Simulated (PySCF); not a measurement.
PySCF input (CCSD(T)/cc-pVDZ):

```python
from pyscf import gto, scf, mp, cc as ccmod

mol = gto.M(
    atom='''
    Al   -0.00000000   -0.00000000   -0.11592333
    H     0.00000000    0.00000000    1.50700331
    ''',
    basis='cc-pvdz',
    charge=1,
    spin=1,
    symmetry='C2v',
    verbose=4,
)

mf = scf.UHF(mol)
mf.conv_tol = 1e-10
mf.max_cycle = 100
mf.kernel()
mp2 = mp.MP2(mf, frozen=5).run()
cc = ccmod.CCSD(mf, frozen=5)
cc.max_cycle = 100
cc.kernel()
et = cc.ccsd_t()
print(f'E(CCSD(T)) = {cc.e_tot + et:.9f}')
```

End of the output:

```
Extra cycle  E= -242.188589398578  delta_E= -4.26e-13  |g|= 5.84e-08  |ddm|= 5.3e-07
converged SCF energy = -242.188589398578  <S^2> = 0.77887604  2S+1 = 2.0286705

******** <class 'pyscf.mp.ump2.UMP2'> ********
nocc = (np.int64(2), np.int64(1)), nmo = (18, 18)
frozen orbitals 5
E(UMP2) = -242.216334111053  E_corr = -0.027744712474729
E(SCS-UMP2) = -242.221034729223  E_corr = -0.0324453306451213
E_corr(same-spin) = -0.00097883575910011
E_corr(oppo-spin) = -0.0267658767156289

******** <class 'pyscf.cc.uccsd.UCCSD'> ********
CC2 = 0
CCSD nocc = (np.int64(2), np.int64(1)), nmo = (18, 18)
frozen orbitals 5
max_cycle = 100
direct = 0
conv_tol = 1e-07
conv_tol_normt = 1e-06
diis_space = 6
diis_start_cycle = 0
diis_start_energy_diff = 1e+09
Init t2, MP2 energy = -0.0277447123036339
Init E_corr(UCCSD) = -0.0277447123036384
cycle = 1  E_corr(UCCSD) = -0.0354992856969986  dE = -0.00775457339  norm(t1,t2) = 0.046682
cycle = 2  E_corr(UCCSD) = -0.0382806639688876  dE = -0.00278137827  norm(t1,t2) = 0.0242227
cycle = 3  E_corr(UCCSD) = -0.0409528726230015  dE = -0.00267220865  norm(t1,t2) = 0.0144623
cycle = 4  E_corr(UCCSD) = -0.0409116426840061  dE = 4.1229939e-05  norm(t1,t2) = 0.0039182
cycle = 5  E_corr(UCCSD) = -0.0409954198395034  dE = -8.37771555e-05  norm(t1,t2) = 0.00153289
cycle = 6  E_corr(UCCSD) = -0.0409615150618414  dE = 3.39047777e-05  norm(t1,t2) = 0.000442384
cycle = 7  E_corr(UCCSD) = -0.0409736096837602  dE = -1.20946219e-05  norm(t1,t2) = 0.000132684
cycle = 8  E_corr(UCCSD) = -0.0409724792348687  dE = 1.13044889e-06  norm(t1,t2) = 3.74275e-05
cycle = 9  E_corr(UCCSD) = -0.0409724791157966  dE = 1.19072092e-10  norm(t1,t2) = 1.04294e-05
cycle = 10  E_corr(UCCSD) = -0.0409725074447031  dE = -2.83289065e-08  norm(t1,t2) = 2.59391e-06
cycle = 11  E_corr(UCCSD) = -0.0409725432541234  dE = -3.58094203e-08  norm(t1,t2) = 5.27914e-07
UCCSD converged
E(UCCSD) = -242.2295619418319  E_corr = -0.04097254325412339
UCCSD(T) correction = -0.000471253253472246
E(CCSD(T)) = -242.230033195
```
